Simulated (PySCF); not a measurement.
## Xe⁺: ionisation energy

Xe⁺ [Kr] 4d10 5s2 5p5 (2P) → Xe²⁺ [Kr] 4d10 5s2 5p4 (3P), as a difference of total energies. Computed with PySCF 2.14 in def2-SVP with the def2 core potential (28 electrons), with scalar relativity through the core potential. Correlated levels: valence: 4s2 4p6 4d10 frozen. The calculations carry no spin-orbit coupling.

```json
{"method": "UHF", "ionisation energy (eV)": "20.077", "difference from reference (eV)": "-0.898"}
{"method": "LDA", "ionisation energy (eV)": "21.363", "difference from reference (eV)": "+0.388"}
{"method": "BP86", "ionisation energy (eV)": "21.210", "difference from reference (eV)": "+0.235"}
{"method": "MP2 (valence)", "ionisation energy (eV)": "20.772", "difference from reference (eV)": "-0.203"}
{"method": "SCS-MP2 (valence)", "ionisation energy (eV)": "20.769", "difference from reference (eV)": "-0.206"}
{"method": "CCSD (valence)", "ionisation energy (eV)": "20.793", "difference from reference (eV)": "-0.182"}
{"method": "CCSD(T) (valence)", "ionisation energy (eV)": "20.820", "difference from reference (eV)": "-0.155"}
```

Reference: 20.975 eV (semi-empirical (NIST evaluation); NIST Atomic Spectra Database, ionization energies).

The reference lies between the lowest fine-structure levels, while these numbers refer to the centres of the terms.

Errors of the correlated levels include the incompleteness of this basis and the frozen core.
